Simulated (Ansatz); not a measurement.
System: CHS (charge 0, doublet). It need not be the lowest isomer of its formula. 
Geometry from a B3LYP-D3(BJ)/def2-TZVP (Ansatz, an electronic-structure program) optimisation:
```
C
H 1 1.0885
S 1 1.5568 2 132.52
```
Charge 0, spin multiplicity 2.

Basis-set convergence of Hartree-Fock and MP2 correlation energies (hartree) with Ansatz. Valence correlation only, unless marked. UHF or UKS for open shells. Spin-orbit coupling is left out. No relativistic terms.

The UHF reference is spin-contaminated (<S^2> 0.25 over the pure value in the largest basis). The T1 diagnostic of CCSD in the largest basis is 0.060, which is high, so the coupled-cluster rows are less sure than usual.

```json
[
 {"basis": "def2-SVP", "functions": "37", "E(HF)": "-435.74421", "E(corr, MP2)": "-0.22525"},
 {"basis": "def2-TZVPP", "functions": "87", "E(HF)": "-435.92982", "E(corr, MP2)": "-0.28978"},
 {"basis": "def2-QZVPP", "functions": "157", "E(HF)": "-435.94275", "E(corr, MP2)": "-0.31277"}
]
```

Extrapolating the two largest sets (X = 3 and 4) as X^-3: E(corr) = (64·(-0.31277) - 27·(-0.28978))/37 = -0.3295 Eh, an estimate of the basis-set limit. The largest set recovers 94.9 % of it, the smallest 68.4 %.
